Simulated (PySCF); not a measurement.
NMR problem set

[PySCF 2.14: GFN2-xTB structure; σ from GIAO-PBE0/pcSseg-1; non-relativistic Hamiltonian; single conformer; gas phase; rapidly exchanging positions averaged]

Shifts are taken against calculated references (same method and geometry level): TMS for ¹H (σref 31.72) and ¹³C (σref 186.93). Where no couplings were computed, multiplicities follow the n + 1 count of equivalent neighbours, and m marks all less simple cases (inequivalent or close neighbours, rings, F or P nearby). Acid and N–H amide carbonyl carbons lie up to 10 ppm further downfield in solution (hydrogen bonding). Shifts are as computed. Against solution values, carbons near 30 ppm lie about +3 ppm off and those near 130 ppm about +5 ppm. Of 1211 compounds with measured shifts, 218 miss one by over three times the rms of a fit or turn the order of signals round; such compounds aren't used in these exercises. OH and NH positions are gas-phase values without hydrogen bonding to other molecules.

Problem. C5H7NO2Si. ¹H NMR (600 MHz, computed): δ 6.87 (br s, 1H), 6.42 (br s, 1H), 6.25 (br s, 1H), 4.58 (t, 2H), 2.13 (t, 2H). ¹³C{¹H} NMR (computed): δ 184.3 (C), 142.2 (CH2), 124.0 (C), 123.6 (C), 22.3 (CH2). Give a structure.

Solution. `C=C(C#N)C[SiH2]C(=O)O`. Rings plus π bonds: 4 (no ring in the answer). 5 carbon signals for 5 carbons: no two carbons are equivalent. Carbon types of the structure: 3 × C, 2 × CH2, leaving 3 H on heteroatoms. δC 184.3: carbonyl carbon. δC 142.2: terminal =CH2 carbon; an sp2 carbon of a C=C bond. δC 124.0: nitrile carbon; typical of a nitrile. δC 123.6: fully substituted alkene carbon; the olefinic region.

The data come from this structure; uniqueness wasn't tested.

Problem. C5H7NO2Si. ¹H NMR (400 MHz, computed): δ 6.70 (m, 1H), 6.65 (m, 1H), 6.22 (m, 1H), 5.39 (m, 1H), 5.33 (m, 1H), 4.90 (s, 1H), 2.72 (br s, 1H). ¹³C{¹H} NMR (computed): δ 141.6 (C), 121.6 (CH), 119.4 (CH), 107.2 (CH), 67.5 (CH2). Identify the compound.

Solution. `C1=CN2[Si@@H](O)OCC2=C1`. Rings plus π bonds: 4 (2 rings in the answer). 5 carbon signals for 5 carbons: no two carbons are equivalent. Carbon types of the structure: 1 × C, 3 × CH, 1 × CH2, leaving 2 H on heteroatoms. δC 141.6: substituted aromatic carbon next to a ring nitrogen. δC 121.6, 107.2: aromatic CH. δC 119.4: aromatic CH next to a ring nitrogen. δC 67.5: sp3 CH2 bonded to O, on an aromatic ring; the inductive effect lowers its shielding.

The shifts were computed for this structure.
